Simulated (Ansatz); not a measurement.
Basis sets compared for Zn10S9Cl2, a halide-capped nanocrystal cut from wurtzite ZnS (2 Cl on the cations). Charge 0, multiplicity 1. Geometry PBE-D4/def2-SVP. Ansatz on 5 threads of AMD EPYC 7R13 on a shared host and a share (37 GiB) of an NVIDIA H100 80GB HBM3; times are rough, and most runs start from earlier orbitals.

```
atom   x (Å)   y (Å)   z (Å)
 Cl1   1.385  -4.176  -1.654
 Cl2  -3.352   0.219  -3.290
  S3   1.353  -3.577   2.579
  S4   0.301  -1.352  -4.508
  S5   1.953  -1.046  -0.626
  S6  -1.346  -0.820   1.702
  S7  -0.782   1.490  -1.569
  S8  -4.266   1.631   0.641
  S9   2.253   0.291   3.167
 S10   2.471   2.861   0.525
 S11  -0.856   3.172   2.095
Zn12   1.584  -3.161   0.467
Zn13   1.192  -2.090  -2.653
Zn14  -0.180  -0.231  -0.096
Zn15   0.730  -1.425   2.665
Zn16  -1.047  -0.014  -3.426
Zn17  -3.142   1.221  -1.163
Zn18  -2.272   1.357   1.630
Zn19   2.616   0.610   0.902
Zn20   0.229   2.824   0.079
Zn21   1.178   2.213   2.534
```

Single mean-field runs in def2-SVP, def2-TZVP are fitted with def2-universal-jkfit. Another isomer (singlet) lies 2.14 eV lower at PBE0-D4/def2-TZVP; other spin states weren't run for this one.

Binding counts from free atoms (Cl doublet, S triplet, Zn singlet) in the same basis, without a counterpoise term.

```csv
level,functions,energy (Eh),HOMO (eV),LUMO (eV),binding per atom (eV),wall time
PBE-D4/def2-SVP,508,-22290.5191,-5.29,-3.54,2.82,4.1 s
PBE0-D4/def2-SVP,508,-22291.1817,-6.44,-2.92,2.79,6.5 s
```

(1) Estimate the rows for PBE-D4/def2-TZVP (with forces), PBE0-D4/def2-TZVP.

Answers

(1) 
```
                         level  functions  energy (Eh)  HOMO (eV)  LUMO (eV)  binding per atom (eV)  wall time
PBE-D4/def2-TZVP (with forces)        887  -22294.6963      -5.61      -3.84                   2.64       13 s
             PBE0-D4/def2-TZVP        887  -22295.2475      -6.67      -3.20                   2.65       14 s
```
